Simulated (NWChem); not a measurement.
System: SiI3F; SMILES F[Si](I)(I)I

No frequency run checked for a minimum. def2 effective core potentials on I; no spin-orbit coupling.

### Question
Give the equilibrium geometry at PBE0/def2-SVP with def2 effective core potentials on I (NWChem) as a Z-matrix, with the point group.

### Answer
point group C3v; any orientation.
```
Si
F 1 1.6146
I 1 2.4239 2 107.35
I 1 2.4239 2 107.35 3 -120.00
I 1 2.4239 2 107.35 3 120.00
```
